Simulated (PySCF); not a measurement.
benzene (C6H6), SMILES c1ccccc1.

The structure is a stationary point at B3LYP-D3(BJ)/def2-SVP.

All values below come from PySCF with HF/def2-TZVP.

Isolated molecule, no solvent.

```json
{
 "total_energy": "-230.78210 hartree",
 "point_group": "D6h",
 "highest_occupied_level": "-9.14 eV",
 "lowest_empty_level": "3.33 eV",
 "orbital_gap": "12.47 eV",
 "dipole_moment": "0.00 D",
 "quadrupole, principal values (traceless, Buckingham form, about the centre of nuclear charge)": "-9.23, 4.61, 4.61 D·Å",
 "mean_static_polarisability": "64.5 bohr³ (9.55 Å³)",
 "polarisability_principal_values": "39.4, 77.0, 77.0 bohr³"
}
```
